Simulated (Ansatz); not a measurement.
Basis-set series for H$_{3}$O$_{4}$Si (`[O][Si](O)(O)O`) radical. Charge 0, multiplicity 2. The geometry is a stationary point of PBE0-D4/def2-TZVP. It is one conformer, not always the lowest.

| functional | basis | functions | energy (Eh) | HOMO (eV) | LUMO (eV) |
| --- | --- | --- | --- | --- | --- |
| PBE0-D4 | def2-TZVPP | 208 | -592.03688 | -9.04 | -4.53 |
| PBE0-D4 | def2-QZVPP | 388 | -592.06517 | -9.11 | -4.60 |
| ωB97M-V | def2-TZVPP | 208 | -592.37616 | -11.54 | -2.32 |
| ωB97M-V | def2-QZVPP | 388 | -592.40280 | -11.62 | -2.40 |

Q: Give the rows for def2-SVP. (An estimate is asked.)

A: Computed: 
```csv
functional,basis,functions,energy (Eh),HOMO (eV),LUMO (eV)
PBE0-D4,def2-SVP,89,-591.53168,-8.72,-4.25
ωB97M-V,def2-SVP,89,-591.86325,-11.20,-1.96
```

HOMO and LUMO are taken over both spins.
